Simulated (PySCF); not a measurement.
Cartesian coordinates in Å; atom numbers follow the order of the lines, from 1:
```xyz
18

C     2.8685   -0.1390   -0.5045
C     1.5331    0.2550    0.1032
C     0.4197   -0.7368   -0.2049
N    -0.8467   -0.3462    0.3707
Si   -2.3979   -0.5183   -0.3689
P    -3.7697    0.8513    0.7994
H     3.2010   -1.1248   -0.1407
H     2.8070   -0.1978   -1.6033
H     3.6557    0.5881   -0.2559
H     1.6340    0.3451    1.2002
H     1.2193    1.2499   -0.2548
H     0.2953   -0.8087   -1.3002
H     0.7347   -1.7487    0.1257
H    -0.8182   -0.2202    1.3776
H    -2.2433   -0.1761   -1.8175
H    -3.0269   -1.8833   -0.3067
H    -4.9504    0.4353    0.1095
H    -3.5506    1.9860   -0.0403
```

Geometry: PBE0-D3(BJ)/def2-SVP; GIAO absolute shieldings from PySCF 2.14.0 with density-fitted response routines, gas phase, non-relativistic, averaged over equivalent atoms.

At PBE0/pcSseg-1 (176 basis functions, 21 s wall time on 1 thread of an Arm Neoverse V2, shared host):
| atoms | σ (ppm) |
| --- | --- |
| C3 | 133.7 |
| C2 | 152.5 |
| C1 | 171.5 |
| N4 | 229.6 |
| Si5 | 381.7 |
| P6 | 592.8 |
| H15/H16 | 26.09 |
| H12/H13 | 28.62 |
| H17/H18 | 29.56 |
| H10/H11 | 29.96 |
| H7/H8/H9 | 30.35 |
| H14 | 31.69 |

Q: What do these become at B3LYP/pcSseg-1?

A: 
| atoms | σ at B3LYP/pcSseg-1 | change |
| --- | --- | --- |
| C3 | 126.9 | -6.8 |
| C2 | 145.4 | -7.1 |
| C1 | 165.7 | -5.8 |
| N4 | 222.1 | -7.5 |
| Si5 | 369.5 | -12.2 |
| P6 | 568.7 | -24.1 |
| H15/H16 | 26.28 | +0.19 |
| H12/H13 | 28.70 | +0.08 |
| H17/H18 | 29.78 | +0.22 |
| H10/H11 | 30.05 | +0.09 |
| H7/H8/H9 | 30.43 | +0.08 |
| H14 | 31.80 | +0.11 |

The largest change is at P6 (phosphorus bonded to Si, 2 H). Cost: 176 basis functions, 27 s wall time on 1 thread of an Arm Neoverse V2, shared host. The order of the carbon signals is the same at both levels.
